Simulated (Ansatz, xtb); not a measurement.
# C4H6N2Se: which of two isomers lies lower

Structure a: `CCc1ncn[se]1`, a singlet. Structure b: `[SeH]Cc1ncc[nH]1`, a singlet. Both are isolated molecules in the gas phase, relaxed with PBE0-D3(BJ)/def2-SVP; the shapes shown needn't be the lowest conformers.

a (Å):

```xyz
13

C    -1.0569    0.2294    0.3554
C    -0.2472   -0.9090    0.9489
C     1.2339   -0.7418    0.8646
C     3.3788   -1.1933    1.1004
N     2.0942   -1.6051    1.3100
N     3.6646   -0.0630    0.5196
Se    2.1037    0.7413    0.1033
H    -0.8410    0.3600   -0.7171
H    -0.8437    1.1828    0.8647
H    -2.1347    0.0376    0.4535
H    -0.4931   -1.8656    0.4574
H    -0.4960   -1.0557    2.0137
H     4.1989   -1.8389    1.4339
```

b (Å):

```xyz
13

C    -0.7861   -1.4415   -1.1100
C    -0.7177   -1.3802    0.3720
C    -0.0193   -1.4219    2.3918
C    -1.3297   -1.0106    2.4574
N     0.3442   -1.6525    1.0954
N    -1.7593   -0.9863    1.1568
Se   -2.4077   -2.3927   -1.7063
H    -2.5425   -1.6405   -2.9624
H    -0.8225   -0.4359   -1.5544
H     0.1125   -1.9562   -1.4697
H     0.6757   -1.5690    3.2174
H    -1.9770   -0.7505    3.2908
H    -2.6931   -0.7794    0.8237
```

**Question.** Estimate E(b) − E(a) at the level CCSD(T)/def2-SVP + ΔMP2/def2-TZVPP.

**Answer.** Too close to call at this level: CCSD(T)/def2-SVP + ΔMP2/def2-TZVPP gives E(b) − E(a) = −0.18 kcal/mol.

How the difference moves with the method:

```
                             level              geometry  E(b) − E(a) (kcal/mol)  departure from the last row (kcal/mol)  job, with rough time for the two
              PBE0-D3(BJ)/def2-SVP  PBE0-D3(BJ)/def2-SVP                     −8.58                                   −8.40                optimisation, 54 s
                       HF/def2-SVP  PBE0-D3(BJ)/def2-SVP                    −13.25                                  −13.07           part of the CCSD(T) run
                      MP2/def2-SVP  PBE0-D3(BJ)/def2-SVP                     −6.92                                   −6.74           part of the CCSD(T) run
                  CCSD(T)/def2-SVP  PBE0-D3(BJ)/def2-SVP                     −5.99                                   −5.80                      single point
CCSD(T)/def2-SVP + ΔMP2/def2-TZVPP  PBE0-D3(BJ)/def2-SVP                     −0.18                                                     single point, 1.8 min
```

As drawn, b has 1 C–Se, 1 C∷N, 1 C∷C, 1 Se–H, 1 N–H in place of 1 C–C, 1 N∷Se, 1 C∷Se, 2 C–H (∷ is an aromatic bond).

The largest departure from CCSD(T)/def2-SVP + ΔMP2/def2-TZVPP is that of HF/def2-SVP, 13.07 kcal/mol. Levels run at GFN2-xTB geometries aren't shown. The last row adds to CCSD(T) the change of the MP2 difference between the two basis sets, here +5.80 kcal/mol, a large step that makes the value less sure.

With thermal terms from frequencies at re-optimised GFN2-xTB minima (ideal gas, soft modes damped towards free rotors, one conformer each, 298.15 K, 1 atm): the zero-point term adds −2.08 kcal/mol; ΔH is −2.17 and ΔG −2.74 kcal/mol.

The correlated steps freeze 15 core orbitals; the filled d shell of Se is correlated, in a basis made for valence electrons. Programs: Ansatz 0.2.0, xtb 6.7.1; the last row on 4 threads of Arm Neoverse V1 on a shared host.
